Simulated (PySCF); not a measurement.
RuOF2: one-bond stretch

All numbers come from PySCF, UB3LYP, basis Ru def2-SVP with ECP28, O def2-SVP, F def2-SVP (scalar-relativistic core potentials, no spin–orbit coupling, density fitting).

Rigid scan from the triplet minimum (Ru–F 1.838 Å (×2), Ru–O 1.653 Å; F–Ru–F 124.3°, F–Ru–O 117.9° (×2)). Coordinate: the bond from Ru to the last atom (F) scaled, the rest fixed. Energies in kJ/mol from the minimum.

Task: Predict the curve at 0.92, 0.96, 1.00, 1.05, 1.12, 1.20, 1.35, 1.55, 1.80, 2.20.

Result: 
| scale of one bond | E (kJ/mol) | dipole size (D) | ⟨S²⟩ |
| --- | --- | --- | --- |
| 0.92 | 36.9 | 0.86 | 2.01 |
| 0.96 | 8.0 | 0.43 | 2.01 |
| 1.00 | 0.0 | 0.06 | 2.01 |
| 1.05 | 9.3 | 0.42 | 2.01 |
| 1.12 | 44.0 | 0.99 | 2.01 |
| 1.20 | 98.7 | 1.55 | 2.01 |
| 1.35 | 209.6 | 2.37 | 2.04 |
| 1.55 | 319.1 | – | 2.41 |
| 1.80 | 385.2 | – | 2.68 |
| 2.20 | 425.3 | – | 2.85 |

Spin contamination is strong at 1.55, 1.80, 2.20, so these points are less reliable.

Open d and f shells are described by one determinant, and the ground state may have another occupation or spin.

The scan took 25 s on 2 threads of a shared Arm Neoverse V2 host; the process peaked at 0.87 GiB.
